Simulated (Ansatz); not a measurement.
The input (input.yaml):

```yaml
crystal:
  periodic: [false, false, false]
  atoms:
    - { symbol: Al, position_ang: [-0.497945, 2.701229, 1.326258] }
    - { symbol: O, position_ang: [-0.28668, 1.020311, 1.350415] }
    - { symbol: Sb, position_ang: [0.015816, -0.911493, 1.749097] }
    - { symbol: "N", position_ang: [-0.393754, -1.757056, -0.069286] }
    - { symbol: Ge, position_ang: [0.353964, -1.345953, -1.715897] }
    - { symbol: H, position_ang: [0.266495, 3.595774, 2.38939] }
    - { symbol: H, position_ang: [-1.46348, 3.330672, 0.239748] }
    - { symbol: H, position_ang: [1.710046, -0.831053, 1.383493] }
    - { symbol: H, position_ang: [-1.35214, -2.101768, -0.12341] }
    - { symbol: H, position_ang: [1.855156, -1.109162, -1.465741] }
    - { symbol: H, position_ang: [0.136839, -2.555512, -2.653898] }
    - { symbol: H, position_ang: [-0.267417, -0.091088, -2.376067] }
basis:
  gaussian: { orbitals: def2-SVP }
hamiltonian:
  xc: b3lyp
phonons: {}
```

Launched with:

```bash
$ ansatz run input.yaml --threads 2 --pin off --max-ram 3072MiB --backend cpu --events-out ev --progress --plain --runs-dir out
```

Hardware: 2 threads of Arm Neoverse V1, on a shared host.

Task: Roughly how long does this run take, and how much memory?

Result: 5.5 min, with a peak of 0.47 GiB, for 0 ionic steps.
